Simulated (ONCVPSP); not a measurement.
**What the settings do to the ONCV potential of H (Z = 1)**

Base potential:

| Quantity | Value |
| --- | --- |
| Element | H |
| Generator | ONCVPSP 4.0.1 |
| Type | optimised norm-conserving Vanderbilt (ONCV) |
| Functional | PBE |
| Relativity | scalar-relativistic |
| Frozen core | none |
| Valence charge | 1 |
| Reference configuration | 1s1 |
| Partial waves | 1s: rc 0.90 bohr, ncon 4, nbas 8, qcut 6.4 1/bohr, 3 projectors, debl 2.7 Ha; p scattering state at 0.12 Ha: rc 0.85 bohr, ncon 4, nbas 7, qcut 11.3 1/bohr, 1 projector |
| Local potential | polynomial inside 0.75 bohr (lpopt 5, dvloc0 0 Ha) |
| Core correction | none |

Cutoffs, loose and tight: the cutoffs (Ha) at which the residual kinetic energy of the hardest occupied pseudo-wave falls to 1 and 0.1 mHa per electron. They do not see the model core or the augmentation charge, which bear on the density cutoff. Test errors are all-electron minus pseudo excitation energies from the reference, over the configurations 1s0.5. A dash means not determined; rows that change the core or the reference have their own tests.

1 further variants are left out, since the program set their typed debl aside.

A true bound ghost makes a file unfit for plane-wave use even where its test errors are small: the radial tests pick states by their node count and pass the ghost by.

| change | outcome | cutoff, loose | cutoff, tight | bound ghosts | GHOST(+) flags above zero |
| --- | --- | --- | --- | --- | --- |
| base | generated | 19 Ha | 94 Ha | s | none |
| s: debl 0.25 | generated | 19 Ha | 94 Ha | s | s |
| s: debl 0.35 | generated | 19 Ha | 94 Ha | s | s |
| s: debl 0.5 | generated | 19 Ha | 94 Ha | s | s |
| s: debl 0.75 | generated | 19 Ha | 94 Ha | s | none |
| s: debl 1.05 | generated | 19 Ha | 94 Ha | s | none |
| s: debl 1.55 | generated | 19 Ha | 94 Ha | s | none |
| s: debl 2.25 | generated | 19 Ha | 94 Ha | s | none |
| s: debl 3.3 | generated | 19 Ha | 94 Ha | s | none |
| s: debl 5.15 | generated | 19 Ha | 94 Ha | none | none |

Reading the sweep of the debl of the s channel (base included, trends over the rows without a ghost): Bound ghosts are found at 0.25, 0.35, 0.5, 0.75, 1.05, 1.55, 2.25, 2.7, 3.3 Ha.
